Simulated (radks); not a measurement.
The numbers below are computed, except where a source is named.
Excited configurations of Ga III: one electron is placed in a higher orbital outside [Ar] 3d10. The ground configuration is [Ar] 3d10 4s1. Level of theory: scalar-relativistic Kohn-Sham, r2SCAN, spin-unpolarised, spherical densities, finite nucleus; meta-GGA in the generalised Kohn-Sham scheme; Fermi nuclear charge, rms radius 3.9973 fm (a radial shooting solver on a logarithmic mesh with Libxc functionals). Excitation = E - E(ground); binding = E(ion) - E, where the ion is the core of charge +3; n* = 3/sqrt(2 binding) in atomic units, and the quantum defect is n - n*.

outer orbital  excitation (eV)  binding (eV)     n*  eigenvalue (eV)  <r> (bohr)
4p                       8.493        22.135  2.352          -18.155       2.521
4d                      18.143        12.485  3.132          -10.035       3.880
5s                      17.126        13.502  3.011          -11.570       4.616
6d                      25.882         4.746  5.080           -4.030       12.03
6f                      27.179         3.449  5.959           -2.923       15.87
7p                      26.324         4.304  5.334           -3.742       14.09
7d                      27.288         3.340  6.055           -2.867       17.58
7f                      28.074         2.554  6.925           -2.188       22.29

The Delta-SCF ionisation energy is 30.628 eV (NIST Atomic Spectra Database: 30.726 eV, measured). Self-interaction in the functional shifts the binding energies and quantum defects, so they are the method's values and not measured ones. Spin polarisation and multiplet splitting are left out, so open shells lie too high by an amount that depends on their filling.

Beside tabulated values, note that spin-unpolarised runs miss the spin-polarisation part of the exchange energy of open shells.
